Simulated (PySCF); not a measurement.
C₂H₄BNO₂, SMILES OB1C=NCO1.

Geometry: B3LYP-D3(BJ)/def2-SVP. This is a generated structure with no PubChem entry under its InChIKey; it may be hypothetical. One conformer was computed; it need not be the lowest.

Computed with r2SCAN/def2-TZVP (PySCF).

Symmetry labels are those of the subgroup Cs that the program uses (full group Cs).

Computed valence orbital energies around the gap with their symmetry:
```csv
orbital,symmetry,energy (eV)
HOMO−7,A",-12.58
HOMO−6,A',-10.44
HOMO−5,A',-9.64
HOMO−4,A",-9.62
HOMO−3,A',-8.77
HOMO−2,A",-8.27
HOMO−1,A",-7.66
HOMO,A',-6.58
LUMO,A",-2.05
LUMO+1,A',0.68
LUMO+2,A',1.60
LUMO+3,A",1.98
```
